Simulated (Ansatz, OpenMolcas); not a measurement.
# Exact exchange and the electronic atomisation energy of CuOH

CuOH: 3 atoms, total charge 0, spin state singlet. SMILES: `[Cu]O`. The coordinates come from a PBE0-D4/def2-TZVP relaxation.

The electronic atomisation energy y, in eV, basis cc-pVTZ; a is the functional's share of exact exchange. Programs: Ansatz 0.2.0, OpenMolcas 26.06.

```
functional     program     a  y (eV)
      BLYP      Ansatz     0    7.95
      TPSS  OpenMolcas     0    7.86
     B3LYP  OpenMolcas   0.2    7.62
      PBE0  OpenMolcas  0.25       ?
     BHLYP  OpenMolcas   0.5    6.93
```

Question: Fit y = c + s·a to the known rows and predict PBE0.

Answer: 
1. Means of the 4 rows: a = 0.1750, y = 7.590.
2. Σ(Δa)² = 0.1675, Σ(Δa·Δy) = -0.324, so the slope is -0.324/0.1675 = -1.9343.
3. Intercept: 7.590 − (-1.9343) × 0.1750 = 7.929. The largest residual of the fit is 0.078.
4. PBE0: 7.929 + (-1.9343) × 0.25 = 7.45 eV.

The run gave 7.52 eV, so the prediction is off by -0.07 eV, within the largest residual. The rows mix families of semi-local functionals, which the line can't see.
